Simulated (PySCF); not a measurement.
## A search over the determinants of InO⁺

Unrestricted PBE0; In x2c-SVPall, O x2c-SVPall; spin-free X2C with a Gaussian nucleus (PySCF 2.14). Outer shells of the fragments: In+ 4d10 5s2; O 2s2 2p4.

Followed along the bond (rough minima from three points):

```json
{"2Ms+1": "3", "unpaired": "π ↑↑", "⟨S²⟩ at the start": "2.00", "R at minimum (Å)": "2.92", "Te (eV)": "0.00"}
{"2Ms+1": "3", "unpaired": "σ ↑, π ↑", "⟨S²⟩ at the start": "2.02", "R at minimum (Å)": "2.28", "Te (eV)": "0.14"}
{"2Ms+1": "1", "unpaired": "σ ↓, π ↑", "⟨S²⟩ at the start": "1.01", "R at minimum (Å)": "2.11", "Te (eV)": "0.60"}
```

Solutions found at the starting distance of 2.090 Å, counted from the lowest of them; the search is not exhaustive and high or unbound solutions are not listed, so other states can lie among these:

```csv
2Ms+1,unpaired,term,E (eV),⟨S²⟩,⟨Lz²⟩,μ (D)
3,"σ ↑, π ↑",³Π,0.00,2.02,1.01,-1.84
1,"σ ↓, π ↑",mixed,0.42,1.01,1.01,-2.32
3,π ↑↑,³Σ⁻,0.94,2.00,0.00,1.58
1,none,¹Σ⁺,1.65,0.00,0.00,-4.36
1,π ↑↓,mixed,1.72,1.00,2.00,1.57
3,σ ↑↑,³Σ⁺,3.19,2.00,0.00,-4.55
```

A term symbol is given only where ⟨S²⟩ and ⟨Lz²⟩ are close to those of a pure state; real π, δ and φ orbitals otherwise mix terms. A positive dipole points towards O; it is taken about the centre of mass and depends on that origin.

Task: Compare the gap between the two lowest followed solutions at the starting distance with the gap between their minima.

Result: At PBE0 the second solution (triplet, unpaired electrons σ ↑, π ↑) lies -0.94 eV from the first (triplet, unpaired electrons π ↑↑) at 2.090 Å and +0.14 eV at the minima; the two curves relax by different amounts, since their minima lie near 2.28 and 2.92 Å.

Spin–orbit coupling is left out. Counting both spins, an empty level lies below a filled one in some of these solutions, because spin and occupation are held.
